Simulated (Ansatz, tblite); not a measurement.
Spin states of the cluster Ag2H (the lowest doublet isomer of a short search), each relaxed with r2SCAN-D4/def2-TZVP in Ansatz. Electronic energies in the gas phase.

In the def2 sets Ag takes a core potential; there is no spin–orbit coupling. The xTB rows come from tblite. B3LYP takes the VWN-RPA correlation. Correlated methods freeze no core orbitals; core or outer-core shells of Ag are correlated, in sets that lack core-valence functions. In CCSD on the charge 0 doublet the largest single amplitude is 0.36, so its Hartree–Fock determinant may place the open shell otherwise than the density functionals do. The structure comes from a short search, and lower isomers may exist.

Doublet geometry:

```xyz
3

Ag    0.776    1.129    0.636
Ag   -0.487   -0.948   -1.071
H    -0.289   -0.181    0.435
```

Quartet geometry:

Cartesian coordinates in Å:
```
Ag -1.175 0.241 0.927
Ag 1.498 -0.071 -0.218
H -0.323 -0.170 -0.709
```

⟨S²⟩: doublet 0.76 at PBE0-D4/def2-TZVP (pure 0.75), quartet 3.76 at PBE0-D4/def2-TZVP (pure 3.75).

Run but left out: HF/STO-3G (doublet: ⟨S²⟩ 2.33, where a pure state has 0.75).

Only these spin states were relaxed.

```json
{"level": "GFN2-xTB", "quartet − doublet (kJ/mol)": "236.9", "lowest of these": "doublet"}
{"level": "revPBE-D4/def2-TZVP", "quartet − doublet (kJ/mol)": "311.1", "lowest of these": "doublet"}
{"level": "B3LYP-D4/def2-TZVP", "quartet − doublet (kJ/mol)": "324.8", "lowest of these": "doublet"}
{"level": "MP2/def2-TZVP", "quartet − doublet (kJ/mol)": "326.5", "lowest of these": "doublet"}
```

(1) Estimate the rows for r2SCAN-D4/def2-TZVP, CAM-B3LYP-D4/def2-TZVP, PBE-QIDH/def2-TZVP, MP2/def2-TZVPP.

Answers

(1) 
```
                 level  quartet − doublet (kJ/mol)  lowest of these
   r2SCAN-D4/def2-TZVP                       301.3          doublet
CAM-B3LYP-D4/def2-TZVP                       321.1          doublet
    PBE-QIDH/def2-TZVP                       324.3          doublet
        MP2/def2-TZVPP                       327.1          doublet
```

The xTB methods have no spin-polarisation term.
